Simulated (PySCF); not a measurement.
C3H9Ge (SMILES [CH3][Ge]([CH3])[CH3]), doublet, at a GFN2-xTB geometry. Base run: PBE0/6-31G (PySCF).

The PySCF input:
```python
from pyscf import gto, scf, dft, solvent

mol = gto.Mole()
mol.atom = '''
    C    -0.34914309    1.85682003   -0.18788475
    Ge   -0.05976746   -0.06570975    0.40059266
    C     1.81237203   -0.50623814   -0.25300748
    C    -1.27535930   -1.14403360   -0.81830800
    H    -0.16330382    1.90530027   -1.25765592
    H     0.33328214    2.53249270    0.31761602
    H    -1.36631083    2.18142825    0.00645527
    H     1.84788102   -0.29341060   -1.31824945
    H     2.05007208   -1.55350356   -0.09647446
    H     2.55989318    0.09826896    0.25053207
    H    -1.02510302   -0.88684830   -1.84423414
    H    -1.13064898   -2.21050680   -0.67879950
    H    -2.32042086   -0.90979872   -0.64295373
'''
mol.basis = '6-31g'
mol.spin = 1
mol.verbose = 3
mol.build()

mf = dft.UKS(mol)
mf.xc = 'pbe0'
mf.kernel()
```

Variants of this job, named by their change:

```
change                                                  ΔE vs base (kcal/mol)  dipole (D)
------------------------------------------------------  ---------------------  ----------
base                                                                    0.000        0.43
model = IEF-PCM; solvent = acetonitrile                                 -0.87        0.59
model = IEF-PCM; solvent = 2-propanol                                   -0.84        0.58
model = IEF-PCM; solvent = dimethylsulfoxide                            -0.88        0.60
model = COSMO; solvent = 2-propanol                                     -0.84        0.59
model = IEF-PCM; solvent = 2-propanol; vdw_scale = 1.0                  -1.90        0.64
model = IEF-PCM; solvent = 2-propanol; vdw_scale = 1.4                 -0.381        0.54
model = IEF-PCM; solvent = dichloromethane                              -0.75        0.57
model = IEF-PCM; solvent = 2-propanol; vdw_scale = 1.1                  -1.25        0.61
model = ddCOSMO; solvent = 2-propanol                                  -0.381        0.52
model = SS(V)PE; solvent = 2-propanol                                   -0.83        0.58
model = C-PCM; solvent = 2-propanol                                     -0.86        0.59
```

The base is the gas phase, so ΔE is the electrostatic part of solvation at a fixed geometry, without cavity and dispersion terms.

Open shells are given as the SCF converged; they aren't shown to be the lowest states, and a large step between rows can be another state.
